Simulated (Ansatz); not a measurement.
A set of 12 reactions (atomization), with CCSD(T)/CBS values in kJ/mol:

```tsv
reaction	ΔE
`[SiH2]1[GeH2][SiH2][GeH2][SiH2][GeH2]1` → 3 Ge• + 12 H• + 3 Si•	5098.4
`[AlH2]/[CH]=C/B[SiH3]` → Al• + B• + 2 C• + 8 H• + Si•	4370.0
`C=CB(C=C)C=C` → B• + 6 C• + 9 H•	6875.1
`FCC(F)CC(F)F` → 4 C• + 4 F• + 6 H•	5620.2
`C#C[O][SbH2]` → 2 C• + 3 H• + O• + Sb•	2453.4
`C[SiH]1[CH2][GeH2]1` → 2 C• + Ge• + 8 H• + Si•	4038.0
`O[SiH](O)S[SiH](O)F` → F• + 5 H• + 3 O• + S• + 2 Si•	4729.3
`[CH3][GeH][SH]`• → C• + Ge• + 5 H• + S•	2479.7
`OB(S)Cl` → B• + Cl• + 2 H• + O• + S•	2237.8
`[F][SnH2][Br]` → Br• + F• + 2 H• + Sn•	1305.9
`O=C[NH][SbH2]` → C• + 4 H• + N• + O• + Sb•	2724.2
`F[SiH2]O[SiH](F)F` → 3 F• + 3 H• + O• + 2 Si•	3745.1
```

Computed with Ansatz on PBE0-D4/def2-TZVP structures; ΔE is electronic, products minus reactants. CCSD(T)/CBS is the MP2 limit (def2-TZVPP, def2-QZVPP) plus CCSD(T) − MP2 in def2-TZVPP, frozen cores. This one scheme is used for every species, atoms too. Functionals use def2-TZVPP. B3LYP here is the variant with VWN-RPA as its local correlation; programs differ in this. Open shells (•) are unrestricted, without spin–orbit coupling. Spin–orbit coupling would lower the free atoms: a little for Al, B, C, Cl, F, O, S, Si; clearly for Br, Ge; strongly for Sn. def2 core potentials past Kr. Bonds to Br, Ge, Sb, Sn are less sure, by a few kJ/mol each and by 10 to 20 or more in all where they break to atoms, as the def2 sets lack core-valence functions. Scalar relativity is left out up to krypton. Each species was taken in one conformer, which may not be the lowest.

(1) Give the mean, mean absolute and largest difference (level minus CCSD(T)/CBS, kJ/mol) for: PBE-D4, r2SCAN-D4, B3LYP-D4, ωB97X-V, ωB97M-V, PBE, r2SCAN, B3LYP, HF/def2-TZVPP, SCS-MP2/def2-TZVPP, CCSD(T)/def2-TZVPP, HF/def2-QZVPP, MP2/def2-QZVPP, HF/CBS(def2). (Estimate.)

The largest T1 diagnostic in the set is 0.018, for Al• (customary mark 0.045).

CCSD(T)/CBS is a level of theory with its own doubt, and the functionals carry their triple-zeta basis error, so these figures describe this set and don't rank the functionals.

Results:

(1) Ansatz gave: 
```csv
level,mean,mean absolute,largest
PBE-D4,52.4,77.6,208.7
r2SCAN-D4,7.3,21.8,56.1
B3LYP-D4,-16.3,35.4,-75.3
ωB97X-V,9.5,18.5,34.8
ωB97M-V,-3.8,23.2,-70.0
PBE,27.3,73.5,173.9
r2SCAN,1.1,21.7,46.7
B3LYP,-57.1,57.1,-170.6
HF/def2-TZVPP,-1045.8,1045.8,-1648.8
SCS-MP2/def2-TZVPP,-66.2,66.2,-141.8
CCSD(T)/def2-TZVPP,-102.1,102.1,-165.0
HF/def2-QZVPP,-1039.7,1039.7,-1643.3
MP2/def2-QZVPP,16.4,50.1,-119.8
HF/CBS(def2),-1038.8,1038.8,-1642.4
```
